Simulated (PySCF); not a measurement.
Compound: C₄H₅ClO₂.
Numbering: `[O:1]=[C:2]1[O:3][CH2:4][C@@H:5]1[CH2:6][Cl:7]` (hydrogens: H8, H9 on C4; H10 on C5; H11, H12 on C6)

Cartesian coordinates in Å at the PBE0-D3(BJ)/def2-SVP level; atoms count from 1:
```
atom  x, y, z in Å
O1    -1.5558   -2.1231    0.3679
C2    -1.2027   -1.0284    0.0813
O3    -1.7869   -0.1459   -0.7660
C4    -0.7334    0.8291   -0.5723
C5    -0.0346   -0.1010    0.4207
C6     1.3362   -0.6250    0.0758
Cl7    2.5544    0.6762    0.1887
H8    -0.1878    1.0173   -1.5084
H9    -1.1317    1.7689   -0.1670
H10   -0.0678    0.2454    1.4649
H11    1.6323   -1.4275    0.7642
H12    1.3708   -1.0162   -0.9511
```

Jobs on this species (12 atoms, 62 electrons) with PySCF (density fitting). Hardware of each: x86-64 server, one thread, on a shared host. The host was shared with other jobs, so the times are rough.

```
                                 level and settings                                                              work  basis functions  SCF cycles  wall time
                                CAM-B3LYP/def2-SVPD  6 singlets by full TDDFT, polarisability, dynamic polarisability              193           ?          ?
                     PBE0/pcSseg-1, IEF-PCM benzene   shieldings, ring-centre shieldings, charges and field gradients              151          14       28 s
                 PBE0-D3(BJ)/def2-SVP, grid level 1                       geometry optimisation from a GFN2-xTB start              127          35       54 s
BHandHLYP/aug-pcX-1 (pcseg-1 on H, def2-SVPD on Cl)                                              K-edge TDA, 32 lines              250          14       32 s
               CAM-B3LYP/def2-SVPD, IEF-PCM benzene                          6 singlets by full TDDFT, polarisability              193          14       47 s
            CAM-B3LYP/def2-SVPD, IEF-PCM chloroform                          6 singlets by full TDDFT, polarisability              193          14       43 s
                  PBE0/pcSseg-1, IEF-PCM chloroform                                shieldings, ring-centre shieldings              151          14       27 s
```

Problem. Fill in the missing figures.

Solution. 
- CAM-B3LYP/def2-SVPD; 6 singlets by full TDDFT, polarisability, dynamic polarisability: 71 s, 14 SCF cycles

Problem. What do all jobs in the table cost together?

Solution. About 5.0 min; the longest takes about 24 % of that, and about 2.6 times as long as the shortest.
